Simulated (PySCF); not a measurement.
A structure optimised at B3LYP-D3(BJ)/def2-SVP, used in a PySCF frequency run:

```
W
F 1 1.7971
F 1 1.7971 2 120.00
F 1 1.7971 2 120.00 3 -180.00
F 1 1.8219 2 90.00 3 90.00
F 1 1.8219 2 90.00 5 180.00
```
Charge +1, spin multiplicity 1.

Question: Write its SMILES, formula and point group.

Answer: [F][W+]([F])([F])([F])[F], F₅W, D3h

Question: What are its rotational constants (standard atomic weights)?

Answer: 2.7456, 2.3166, 2.3166 GHz
